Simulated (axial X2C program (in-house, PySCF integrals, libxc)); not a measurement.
RbH at several levels of theory

Calculated with an in-house all-electron X2C program for linear molecules (integrals from PySCF). Spin-free means the one-electron spin-free X2C Hamiltonian; two-component (2c) means X2C with spin–orbit coupling and atomic mean-field two-electron Coulomb and Gaunt terms, so the difference of the two also holds small scalar two-electron terms. Basis: Rb dyall-cv3z [12s13p8d4f1g], H dyall-v3z [6s2p1d] (cores contracted in-house); Gaussian nuclei, density fitting, unrestricted open shells. Masses: Rb 84.912 u, H 1.008 u.

State, spin-free: M_S = 0, Λ = 0 (closed shell); electrons by block: σα: 9, σβ: 9, π+α: 4, π+β: 4, π-α: 4, π-β: 4, δ+α: 1, δ+β: 1, δ-α: 1, δ-β: 1. Fragments: Rb + H.

State, 2c: Ω = 0 (closed shell); electrons by block: 1/2: 13, -1/2: 13, 3/2: 5, -3/2: 5, 5/2: 1, -5/2: 1. Fragments: Rb + H.

| Hamiltonian | level | Re (Å) | ωe (cm⁻¹) | ωexe (cm⁻¹) | Be (cm⁻¹) | αe (cm⁻¹) | De (eV) | D0 (eV) | k (mdyn/Å) | μ (D) |
| --- | --- | --- | --- | --- | --- | --- | --- | --- | --- | --- |
| 2c | PBE0 | 2.356 | 938.7 | 13.5 | 3.05 | 0.0705 | 1.68 | 1.62 | 0.517 | -7.81 |
| 2c | HF | 2.442 | 913.4 | 12 | 2.839 | 0.0616 | 0.836 | 0.779 | 0.49 | -9.29 |
| 2c | MP2 | 2.352 | 968.5 | 13.1 | 3.06 | 0.0666 | 1.49 | 1.43 | 0.55 | n/a |
| 2c | CCSD | 2.377 | 938.8 | 13.8 | 2.997 | 0.0699 | 1.71 | 1.65 | 0.517 | n/a |
| 2c | CCSD(T) | 2.371 | 941.6 | 13.8 | 3.012 | 0.0702 | 1.72 | 1.66 | 0.52 | n/a |
| 2c | PBE | 2.358 | 912.5 | 14.3 | 3.044 | 0.0753 | 1.74 | 1.68 | 0.489 | -7.10 |
| 2c | TPSS | 2.353 | 936.7 | 14.4 | 3.056 | 0.0741 | 2.01 | 1.95 | 0.515 | -7.52 |
| 2c | r2SCAN0 | 2.368 | 938.3 | 12.8 | 3.018 | 0.0671 | 1.73 | 1.67 | 0.517 | -8.33 |

Spin-free values that have a 2c row agree with it to the digits that matter (0.001 Å, 0.01 eV) and are not repeated.

Correlated methods: 10 electrons correlated (number of frozen shells: Rb 3 s, 2 p, 1 d; H none), 194 virtual spin orbitals or spinors in MP2, 106 natural virtuals in coupled cluster.

Dipoles are positive if H is the positive end.

The state is one determinant whose occupation by symmetry is held fixed; it was picked as the lowest of a PBE0 search that is not exhaustive. Closed shells are restricted here (equal orbitals for both partners); the stretched side of such a curve lies too high. Dissociation energies refer to the lowest single-determinant-based atoms at the same level and basis. Coupled cluster ran in a truncated set of natural virtual spinors; the MP2 energy of the rest was added. (T) has no such correction and the atoms are truncated less, which lowers De at CCSD(T) by a hundredth of an eV or more.

Rough cost a point (2c) on 2 thread(s) of a shared host, integrals apart: PBE0 0.15 s, HF 0.08 s, CCSD(T) 3 s, PBE 0.12 s, TPSS 0.24 s, r2SCAN0 0.25 s.

The whole task took 80 s on 2 threads of Arm Neoverse V1 (shared host).
